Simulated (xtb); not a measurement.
Cl$_{3}$Lu, charge -1, doublet, from a rough starting geometry (GFN-xTB shapes and energies of metal compounds can be far from the true ones) (the multiplicity is a formal guess); GFN2-xTB in xtb.

The xtb input:
```
$ xtb mol.xyz --gfn 2 --chrg -1 --uhf 1 --opt vtight --json

# file mol.xyz
4

Lu    -0.00093020     0.01657082     0.03922263
Cl     2.18366490    -0.39103399    -0.60494844
Cl    -0.79312723    -1.01372976     1.96170980
Cl    -1.41213685     1.25321149    -1.33945119
```

The log (banner, timings and long lists left out):

```
   ID    Z sym.   atoms
    1   71 Lu     1
    2   17 Cl     2-4

           -------------------------------------------------
          |                Calculation Setup                |
           -------------------------------------------------

           -------------------------------------------------
          |                 G F N 2 - x T B                 |
           -------------------------------------------------

          ...................................................
          :                      SETUP                      :
          :.................................................:
          :  # basis functions                  40          :
          :  # atomic orbitals                  36          :
          :  # shells                           12          :
          :  # electrons                        25          :
          :  max. iterations                   250          :
          :  Hamiltonian                  GFN2-xTB          :
          :  restarted?                      false          :
          :  GBSA solvation                  false          :
          :  PC potential                    false          :
          :  electronic temp.          300.0000000     K    :
          :  accuracy                    1.0000000          :
          :  -> integral cutoff          0.2500000E+02      :
          :  -> integral neglect         0.1000000E-07      :
          :  -> SCF convergence          0.1000000E-05 Eh   :
          :  -> wf. convergence          0.1000000E-03 e    :
          :  Broyden damping             0.4000000          :
          :  net charge                         -1          :
          :  unpaired electrons                  1          :
          ...................................................

 iter      E             dE          RMSdq      gap      omega  full diag
   1     -9.4955704 -0.949557E+01  0.354E+01    0.19       0.0  T
   2    -13.2600825 -0.376451E+01  0.212E+01    0.00       1.0  T
   3    -14.7403169 -0.148023E+01  0.123E+01    0.03       1.0  T
   4    -14.8383688 -0.980519E-01  0.112E+01    0.06       1.0  T
   5    -14.9228152 -0.844464E-01  0.917E+00    0.09       1.0  T
   6    -15.0840759 -0.161261E+00  0.169E+00    0.18       1.0  T
   7    -15.0652110  0.188649E-01  0.310E+00    0.18       1.0  T
   8    -15.0860606 -0.208496E-01  0.118E+00    0.19       1.0  T
   9    -15.0866440 -0.583454E-03  0.799E-01    0.19       1.0  T
  10    -15.0877749 -0.113081E-02  0.437E-01    0.19       1.0  T
  11    -15.0879491 -0.174240E-03  0.386E-01    0.19       1.0  T
  12    -15.0883369 -0.387788E-03  0.199E-01    0.19       1.0  T
  13    -15.0884305 -0.936059E-04  0.915E-02    0.19       1.0  T
  14    -15.0884466 -0.160645E-04  0.277E-02    0.19       1.8  T
  15    -15.0884486 -0.209324E-05  0.739E-03    0.19       6.8  T
  16    -15.0884487 -0.843005E-07  0.560E-03    0.19       8.9  T
  17    -15.0884488 -0.575747E-07  0.328E-03    0.19      15.2  T
  18    -15.0884488 -0.282010E-07  0.127E-03    0.19      39.5  T
  19    -15.0884488 -0.479700E-08  0.403E-04    0.19     124.0  T
  20    -15.0884488 -0.233763E-09  0.142E-04    0.19     352.5  T

   *** convergence criteria satisfied after 20 iterations ***

         :::::::::::::::::::::::::::::::::::::::::::::::::::::
         ::                     SUMMARY                     ::
         :::::::::::::::::::::::::::::::::::::::::::::::::::::
         :: total energy             -15.073609225536 Eh    ::
         :: gradient norm              0.004890551808 Eh/a0 ::
         :: HOMO-LUMO gap              0.187375526762 eV    ::
         ::.................................................::
         :: SCC energy               -15.088446054614 Eh    ::
         :: -> isotropic ES            0.136207053692 Eh    ::
         :: -> anisotropic ES         -0.002637676246 Eh    ::
         :: -> anisotropic XC         -0.007756526349 Eh    ::
         :: -> dispersion             -0.003521903624 Eh    ::
         :: repulsion energy           0.014836829078 Eh    ::
         :: add. restraining           0.000000000000 Eh    ::
         :: total charge              -1.000000000000 e     ::
         :::::::::::::::::::::::::::::::::::::::::::::::::::::

      -----------------------------------------------------------
     |                   =====================                   |
     |                        A N C O P T                        |
     |                   =====================                   |
     |               Approximate Normal Coordinate               |
     |                Rational Function Optimizer                |
      -----------------------------------------------------------
      -----------------------------------------------------------
     |                   =====================                   |
     |                        A N C O P T                        |
     |                   =====================                   |
     |               Approximate Normal Coordinate               |
     |                Rational Function Optimizer                |
      -----------------------------------------------------------

          ...................................................
          :                      SETUP                      :
          :.................................................:
          :   optimization level         verytight          :
          :   max. optcycles                   200          :
          :   ANC micro-cycles                  20          :
          :   degrees of freedom                 6          :
          :.................................................:
          :   RF solver                   davidson          :
          :   write xtbopt.log                true          :
          :   linear?                        false          :
          :   energy convergence         0.1000000E-06 Eh   :
[...]
 * total energy  :   -15.0736092 Eh     change       -0.2434675E-10 Eh
 * total energy  :   -15.0737748 Eh     change       -0.1655552E-03 Eh
 * total energy  :   -15.0737929 Eh     change       -0.1812337E-04 Eh
 * total energy  :   -15.0738126 Eh     change       -0.1972816E-04 Eh
 * total energy  :   -15.0738549 Eh     change       -0.4225011E-04 Eh
 * total energy  :   -15.0738877 Eh     change       -0.3282584E-04 Eh
 * total energy  :   -15.0739167 Eh     change       -0.2902473E-04 Eh
 * total energy  :   -15.0739617 Eh     change       -0.4499075E-04 Eh
 * total energy  :   -15.0739733 Eh     change       -0.1154226E-04 Eh
 * total energy  :   -15.0739758 Eh     change       -0.2547150E-05 Eh
 * total energy  :   -15.0739760 Eh     change       -0.1662597E-06 Eh
 * total energy  :   -15.0739761 Eh     change       -0.9455768E-07 Eh
   *** GEOMETRY OPTIMIZATION CONVERGED AFTER 12 ITERATIONS ***
[...]
          :  -> wf. convergence          0.1000000E-03 e    :
          :  Broyden damping             0.4000000          :
          :  net charge                         -1          :
          :  unpaired electrons                  1          :
          ...................................................

 iter      E             dE          RMSdq      gap      omega  full diag
   1    -15.0869888 -0.150870E+02  0.135E-04    0.17       0.0  T
   2    -15.0869888 -0.775202E-11  0.116E-04    0.17     431.3  T
   3    -15.0869888 -0.198401E-10  0.536E-05    0.17     933.3  T

   *** convergence criteria satisfied after 3 iterations ***

         :::::::::::::::::::::::::::::::::::::::::::::::::::::
         ::                     SUMMARY                     ::
         :::::::::::::::::::::::::::::::::::::::::::::::::::::
         :: total energy             -15.073976074096 Eh    ::
         :: gradient norm              0.000029081925 Eh/a0 ::
         :: HOMO-LUMO gap              0.174916802602 eV    ::
         ::.................................................::
         :: SCC energy               -15.086986144974 Eh    ::
         :: -> isotropic ES            0.136427645293 Eh    ::
         :: -> anisotropic ES         -0.003448184811 Eh    ::
         :: -> anisotropic XC         -0.007923599091 Eh    ::
         :: -> dispersion             -0.003554780808 Eh    ::
         :: repulsion energy           0.013010070878 Eh    ::
         :: add. restraining           0.000000000000 Eh    ::
         :: total charge              -1.000000000000 e     ::
         :::::::::::::::::::::::::::::::::::::::::::::::::::::

           -------------------------------------------------
          |                Property Printout                |
           -------------------------------------------------

    * Orbital Energies and Occupations

         #    Occupation            Energy/Eh            Energy/eV
      -------------------------------------------------------------
         1        2.0000           -0.9422659             -25.6404
         2        2.0000           -0.9422589             -25.6402
         3        2.0000           -0.9064720             -24.6664
         4        2.0000           -0.3367548              -9.1636
         5        2.0000           -0.3121695              -8.4946
         6        2.0000           -0.2946609              -8.0181
         7        2.0000           -0.2946568              -8.0180
         8        2.0000           -0.2839731              -7.7273
         9        2.0000           -0.2839697              -7.7272
        10        2.0000           -0.2826448              -7.6912
        11        2.0000           -0.2826412              -7.6911
        12        2.0000           -0.2819968              -7.6735
        13        0.9537           -0.1739772              -4.7342 (HOMO)
        14        0.0232           -0.1675491              -4.5592 (LUMO)
        15        0.0232           -0.1675483              -4.5592
        16        0.0000           -0.1569741              -4.2715
        17        0.0000           -0.1569705              -4.2714
        18                         -0.0116486              -0.3170
        19                          0.1829708               4.9789
        20                          0.1979272               5.3859
        21                          0.1979313               5.3860
        22                          0.1979759               5.3872
        23                          0.1981380               5.3916
        24                          0.1981438               5.3918
       ...                                ...                  ...
        36                          0.7963344              21.6694
      -------------------------------------------------------------
                  HL-Gap            0.0064281 Eh            0.1749 eV
             Fermi-level           -0.1995453 Eh           -5.4299 eV

     #   Z          covCN         q      C6AA      α(0)
     1  71 Lu       2.183     0.390   243.441    33.216
     2  17 Cl       0.728    -0.463   114.124    16.340
     3  17 Cl       0.728    -0.463   114.125    16.340
     4  17 Cl       0.728    -0.463   114.124    16.340

 Mol. C6AA /au·bohr⁶  :       2229.712088
 Mol. C8AA /au·bohr⁸  :     171770.305271
 Mol. α(0) /au        :         82.236614

Wiberg/Mayer (AO) data.
largest (>0.10) Wiberg bond orders for each atom

 ---------------------------------------------------------------------------
     #   Z sym  total        # sym  WBO       # sym  WBO       # sym  WBO
 ---------------------------------------------------------------------------
     1  71 Lu   2.612 --     4 Cl   0.871     2 Cl   0.871     3 Cl   0.871
     2  17 Cl   0.960 --     1 Lu   0.871
     3  17 Cl   0.960 --     1 Lu   0.871
     4  17 Cl   0.960 --     1 Lu   0.871
 ---------------------------------------------------------------------------

Topologies differ in total number of bonds
Writing topology from bond orders to xtbtopo.mol

molecular dipole:
                 x           y           z       tot (Debye)
 q only:        0.148       0.483       0.235
   full:        0.172       0.554       0.279       1.635
molecular quadrupole (traceless):
                xx          xy          yy          xz          yz          zz
 q only:       -5.158       4.334       6.563       2.723       8.263      -1.405
  q+dip:       -6.822       5.733       8.686       3.600      10.924      -1.864
   full:       -7.299       6.135       9.297       3.851      11.687      -1.998

optimized geometry written to: xtbopt.xyz

           -------------------------------------------------
          | TOTAL ENERGY              -15.073976074096 Eh   |
          | GRADIENT NORM               0.000029081925 Eh/α |
          | HOMO-LUMO GAP               0.174916802602 eV   |
           -------------------------------------------------

normal termination of xtb
```
